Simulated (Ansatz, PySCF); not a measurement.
F₃GeH₃Si, SMILES [Ge]([F])([SiH3])([F])[F].

Coordinates come from a B3LYP-D3(BJ)/def2-SVP optimisation. The structure was generated by enumeration, and PubChem lists no compound with its InChIKey, so it may never have been made.

Vertical ionisation energy (IE) and electron affinity (EA) in eV. Rows of orbital energies are one-electron estimates. Where ΔSCF, EOM or ADC give a negative EA the extra electron is unbound and the value depends on the basis.

```tsv
level	IE	EA
−ε(HOMO), −ε(LUMO), r2SCAN/def2-TZVP (PySCF)	8.72	1.47
−ε(HOMO), −ε(LUMO), PBE/def2-TZVP (PySCF)	8.36	1.84
ΔSCF, PBE0/def2-SVPD (Ansatz), final states of multiplicity 2 and 2	12.03	-0.46
ΔSCF, PBE/def2-SVPD (Ansatz), final states of multiplicity 2 and 2	11.55	-0.25
```

**Question.** What vertical singlet–triplet gap does ΔSCF give with PBE0/def2-SVPD (Ansatz, a quantum-chemistry and plane-wave program) and with PBE/def2-SVPD (Ansatz)? (Estimate from the structure and the level; the computed values follow.)

**Answer.** 6.71 and 6.16 eV (triplet above singlet where positive).
